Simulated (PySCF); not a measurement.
C2H5Si, SMILES [CH2][Si]C (connectivity only; charge and spin as stated), neutral, multiplicity 2.

The structure is a stationary point at ωB97X-D3(BJ)/def2-TZVP. The isomer is the one that the SMILES or the coordinates give; other isomers of the formula were not compared.

These are PySCF with TDA-ωB97X/def2-SVPD values and carry that method's errors.

Vertical excitations. The molecule is in vacuum.

```tsv
state	energy (eV)	λ (nm)	f	main pairs
root 1	1.48	837	0.002	β HOMO→LUMO 97 %
root 2	3.10	399	0.003	α HOMO→LUMO 57 %, β HOMO→LUMO+1 38 %
root 3	3.99	310	0.018	α HOMO−1→LUMO 97 %
root 4	4.58	270	0.007	β HOMO−1→LUMO 91 %
root 5	5.72	217	0.219	α HOMO→LUMO 30 %, α HOMO−1→LUMO+2 6 %, β HOMO→LUMO+1 44 %
root 6	5.98	207	0.007	α HOMO→LUMO+1 49 %, β HOMO→LUMO+2 21 %
root 7	6.25	198	0.012	α HOMO−1→LUMO+1 83 %
root 8	6.28	197	0.131	α HOMO→LUMO+1 27 %, β HOMO→LUMO+2 53 %, β HOMO→LUMO+3 11 %
root 9	6.64	187	0.008	α HOMO→LUMO+2 74 %
root 10	6.81	182	0.188	α HOMO−1→LUMO+2 59 %, α HOMO−1→LUMO+6 11 %, α HOMO−1→LUMO+3 9 %, β HOMO−2→LUMO 8 %
```
Unrestricted roots are not spin-pure.
